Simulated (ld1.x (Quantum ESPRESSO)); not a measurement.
# carbon (C): one change to a PAW potential, before and after

ld1.x (Quantum ESPRESSO) 7.5 input, shortened:

```
&input
   title='C', zed=6., rel=1, dft='WC', iswitch=3,
   config='[He] 2s2 2p2'
 /
 &inputp
   pseudotype=3, lpaw=.true., tm=.true., lloc=-1, rcloc=1.10,
   nlcc=.true.,
   which_augfun='PSQ', rmatch_augfun_nc=.true.
 /
4
2S  1  0   2.00   0.00  0.70  0.95  0.0
2S  1  0   0.00   2.80  0.70  0.95  0.0
2P  2  1   2.00   0.00  1.90  2.10  0.0
2P  2  1   0.00   0.05  1.90  2.10  0.0
 &test
   configts(1)='2s2 2p2'
 /
```

All-electron outer shells of the reference configuration (Wu–Cohen, scalar-relativistic, ld1.x):

| shell | level (eV) | outermost node (bohr) | outermost maximum (bohr) |
| --- | --- | --- | --- |
| 1s | -272.78 | – | 0.18 |
| 2s | -13.67 | 0.38 | 1.22 |
| 2p | -5.24 | – | 1.20 |

Change: waves 2p (bound): rcut 1.58, rcutus 1.68 bohr; 2p channel at 0.05 Ry: rcut 1.58, rcutus 1.68 bohr.

Cutoffs: the cutoffs (Ry, on a coarse ladder) from which the occupation-weighted sum of valence levels, in a spherical-Bessel basis at the reference potential, stays within 10 and 1 mRy of its value at 400 Ry; they do not see the model core or the augmentation charge, which bear on the density cutoff. Errors are all-electron minus pseudo energies relative to the spin-unpolarised reference configuration.

What does the change do?

The potential gets neither clearly harder nor softer (35 Ry and 45 Ry → 35 Ry and 45 Ry); the s channel sets the loose cutoff, while the largest relative change is in p, which becomes harder; of the 7 tests that both files solve, the error grows in 1 and shrinks in 1 by more than 15 % and 0.3 meV (median size 1.5 → 0.7 meV); neither file shows a bound ghost.

| quantity | base | changed |
| --- | --- | --- |
| cutoff, loose | 35 Ry | 35 Ry |
| cutoff, tight | 45 Ry | 45 Ry |
| loose cutoff by channel (10 mRy a level) | s 30 Ry, p 15 Ry | s 30 Ry, p 21 Ry |
| bound ghosts | none | none |
| error for 2s2 2p1, meV [ΔE 10.82 eV] | -0.6 | -0.7 |
| error for 2s2 2p0, meV [ΔE 34.89 eV] | -2.4 | -3.0 |
| error for 2s1 2p0, meV [ΔE 82.93 eV] | -18 | -19 |
| error for 2s1 2p3, meV [ΔE 8.43 eV] | -0.5 | -0.2 |
| error for 2s1 2p2, meV [ΔE 19.53 eV] | -1.5 | -1.3 |
| error for 2s0 2p4, meV [ΔE 16.88 eV] | -2.1 | -0.3 |
| error for 2s2 2p1.5, meV [ΔE 3.94 eV] | -0.1 | -0.2 |
| lowest overlap eigenvalue by channel | s 0.57, p 0.94 | s 0.57, p 0.94 |
